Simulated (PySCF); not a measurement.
# Identify the compound

An unknown has the formula C8H7F. Its calculated NMR data are:

1H NMR (600 MHz, computed): δ 7.02 (m, 1H), 6.86 (br s, 1H), 6.38 (m, 1H), 6.19 (br s, 1H), 6.19 (m, 1H), 5.68 (m, 1H), 5.25 (m, 1H).

13C{1H} NMR (computed): δ 178.9 (C), 153.6 (C), 136.1 (CH2), 135.1 (CH), 133.3 (CH), 130.9 (CH), 116.0 (C), 113.2 (CH2).

Gas phase, single conformer, non-relativistic. Geometry from GFN2-xTB; PBE0/pcSseg-1 with gauge-including orbitals; PySCF 2.14.

δ = σ(ref) − σ, references computed at the same level: 1H and 13C vs TMS.

Question: Which of these isomers gave the spectra?
A. C=C1C=C/C1=C/C=C\F
B. C=CC1=C(F)C=CC1=C
C. CC#CC#C/C=C/CF
D. F[C@@]12[C@H]3C=C[C@@H]1[C@@H]2C=C3

Answer: B. 

- The formula gives 5 degrees of unsaturation (1 ring in the answer).
- 8 carbon signals for 8 carbons: no two carbons are equivalent.
- Carbon types of the structure: 3 × C, 3 × CH, 2 × CH2, which accounts for all hydrogens.
- δC 178.9, 153.6, 116.0: fully substituted alkene carbon.
- δC 136.1, 113.2: terminal =CH2 carbon; as expected for a trigonal carbon in a double bond.
- δC 135.1, 133.3, 130.9: alkene CH; as expected for a trigonal carbon in a double bond.
- δH 7.02, 6.38, 6.19: hydrogen on an alkene CH; olefinic region.
- δH 6.86, 6.19, 5.68, 5.25: hydrogen on a terminal =CH2 carbon; olefinic region.

The others: C=C1C=C/C1=C/C=C\F has carbons computed at 159.2, 156.7, 155.9, 154.6, 148.8, 114.8, 112.8, 103.3, with a different DEPT pattern; F[C@@]12[C@H]3C=C[C@@H]1[C@@H]2C=C3 would give 5 carbon signals, not 8; CC#CC#C/C=C/CF would give 4 signals for carbon-bound and other non-exchanging H, not 7.

Splittings by 19F in the carbon and heteronuclear signals aren't shown, as no couplings were computed. Shifts are as computed. Against solution values, carbons near 30 ppm lie about +3 ppm off and those near 130 ppm about +5 ppm (rms about the fit 2.1 ppm; single classes can miss by 10 ppm). Of 1328 compounds with measured shifts, 309 miss one by over three times the rms of a fit or turn the order of signals round; such compounds aren't used in these exercises. Signals without a measured value on file couldn't be tested in this way; 1H shifts scatter by 0.2 ppm about their fit, and single ones miss by 0.5 ppm. Multiplicities follow the n + 1 count of equivalent neighbours, as no J values were calculated; m marks all less simple cases, F and P coupling included.
